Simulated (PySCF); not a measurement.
(FAlPH)3 ring, Al₃F₃H₃P₃.
Structure used (PBE0-D3(BJ)/def2-SVP), in Å, numbered top down from 1:
```
atom  x, y, z in Å
Al1    0.1467    1.0991   -1.2359
F2    -0.7457    2.5142   -1.3022
P3     2.1221    1.3187   -0.0508
Al4    0.9086    0.3141    1.6396
F5     1.7102   -0.6021    2.7764
P6    -1.4140    0.2945    1.7172
Al7   -1.4202   -1.2489   -0.0193
F8    -1.6108   -2.8476    0.4094
P9    -0.9187   -0.7132   -2.2091
H10    2.6038    0.0035   -0.3718
H11   -1.4703    1.3858    0.7794
H12    0.2037   -1.6008   -2.0818
```

The calculation used TDDFT CAM-B3LYP/def2-SVPD, vertical, gas phase, core orbitals frozen in the response (PySCF).

```json
{"state": "S1", "E (eV)": "4.07", "λ (nm)": "304.9", "ν̃ (cm⁻¹)": "32790", "f": "0.0046", "|μ| (D)": "0.54", "main configurations (H = HOMO, L = LUMO)": "H→L (94%)"}
{"state": "S2", "E (eV)": "4.33", "λ (nm)": "286.2", "ν̃ (cm⁻¹)": "34940", "f": "0.0001", "|μ| (D)": "0.09", "main configurations (H = HOMO, L = LUMO)": "H-1→L (91%)"}
{"state": "S3", "E (eV)": "4.53", "λ (nm)": "273.6", "ν̃ (cm⁻¹)": "36550", "f": "0.0002", "|μ| (D)": "0.11", "main configurations (H = HOMO, L = LUMO)": "H-2→L (89%)"}
{"state": "S4", "E (eV)": "4.88", "λ (nm)": "253.8", "ν̃ (cm⁻¹)": "39390", "f": "0.048", "|μ| (D)": "1.61", "main configurations (H = HOMO, L = LUMO)": "H→L+1 (89%)"}
{"state": "S5", "E (eV)": "4.92", "λ (nm)": "252.2", "ν̃ (cm⁻¹)": "39650", "f": "0.049", "|μ| (D)": "1.62", "main configurations (H = HOMO, L = LUMO)": "H-1→L+1 (81%), H-1→L+2 (10%)"}
{"state": "S6", "E (eV)": "5.24", "λ (nm)": "236.8", "ν̃ (cm⁻¹)": "42230", "f": "0.0000", "|μ| (D)": "0.03", "main configurations (H = HOMO, L = LUMO)": "H-2→L+1 (90%)"}
{"state": "S7", "E (eV)": "5.53", "λ (nm)": "224.3", "ν̃ (cm⁻¹)": "44580", "f": "0.062", "|μ| (D)": "1.72", "main configurations (H = HOMO, L = LUMO)": "H-1→L+2 (74%), H-1→L+1 (10%)"}
{"state": "S8", "E (eV)": "5.61", "λ (nm)": "220.9", "ν̃ (cm⁻¹)": "45280", "f": "0.108", "|μ| (D)": "2.25", "main configurations (H = HOMO, L = LUMO)": "H→L+2 (75%), H-3→L (8%)"}
{"state": "S9", "E (eV)": "5.88", "λ (nm)": "210.8", "ν̃ (cm⁻¹)": "47440", "f": "0.0035", "|μ| (D)": "0.39", "main configurations (H = HOMO, L = LUMO)": "H-2→L+2 (51%), H-1→L+4 (29%)"}
{"state": "S10", "E (eV)": "5.99", "λ (nm)": "207.0", "ν̃ (cm⁻¹)": "48310", "f": "0.0084", "|μ| (D)": "0.61", "main configurations (H = HOMO, L = LUMO)": "H→L+5 (37%), H→L+4 (22%), H-3→L (13%)"}
{"state": "S11", "E (eV)": "6.04", "λ (nm)": "205.2", "ν̃ (cm⁻¹)": "48730", "f": "0.013", "|μ| (D)": "0.76", "main configurations (H = HOMO, L = LUMO)": "H→L+5 (21%), H-3→L (18%), H-1→L+3 (14%)"}
{"state": "S12", "E (eV)": "6.17", "λ (nm)": "201.0", "ν̃ (cm⁻¹)": "49750", "f": "0.125", "|μ| (D)": "2.31", "main configurations (H = HOMO, L = LUMO)": "H→L+4 (36%), H→L+5 (16%), H-1→L+3 (13%)"}
{"state": "S13", "E (eV)": "6.18", "λ (nm)": "200.8", "ν̃ (cm⁻¹)": "49810", "f": "0.0015", "|μ| (D)": "0.25", "main configurations (H = HOMO, L = LUMO)": "H-4→L (28%), H-1→L+4 (20%), H→L+3 (18%)"}
{"state": "S14", "E (eV)": "6.18", "λ (nm)": "200.5", "ν̃ (cm⁻¹)": "49880", "f": "0.012", "|μ| (D)": "0.71", "main configurations (H = HOMO, L = LUMO)": "H→L+3 (36%), H-1→L+5 (30%), H-2→L+4 (10%)"}
{"state": "S15", "E (eV)": "6.23", "λ (nm)": "199.1", "ν̃ (cm⁻¹)": "50230", "f": "0.019", "|μ| (D)": "0.90", "main configurations (H = HOMO, L = LUMO)": "H-1→L+3 (26%), H-5→L (19%), H-3→L (17%)"}
```

Triplets (Tamm–Dancoff): T1 3.67 eV, H→L (87%), H→L+1 (8%); T2 3.92 eV, H-1→L (78%), H-2→L (10%); T3 4.22 eV, H-2→L (77%), H-1→L (11%); T4 4.48 eV, H→L+1 (74%), H→L (8%).

The lowest singlet lies at 4.07 eV (305 nm, ultraviolet) and is very weak; its leading configuration is HOMO→LUMO (94%). The strongest level in the table is S12 at 6.17 eV (201 nm, f = 0.125). S12/S13/S14 lie within about 0.01 eV of each other. Löwdin shares by element: HOMO phosphorus 75%, aluminium 8% or more (atoms not listed hold the other 18%); LUMO aluminium 56%, phosphorus 16% or more (atoms not listed hold the other 28%). Of the 15 states listed, 8 reach f = 0.01 and 3 stay under 0.0005. Orbital energies (eV): HOMO-3 -10.79, HOMO-2 -9.33, HOMO-1 -8.85, HOMO -8.79, LUMO -1.71, LUMO+1 -1.08, LUMO+2 -0.34. The oscillator strengths of these states sum to 0.454; summed over the whole spectrum of an exact calculation they would give the number of electrons, 114 (Thomas–Reiche–Kuhn). Only the lowest 15 singlets were computed, as vertical energies without vibronic structure.

Hardware: AMD EPYC, one thread, shared host. Cost: 2.9 min (grids of density and orbitals included), 1.1 GiB resident at most.

One conformer stands for the species.
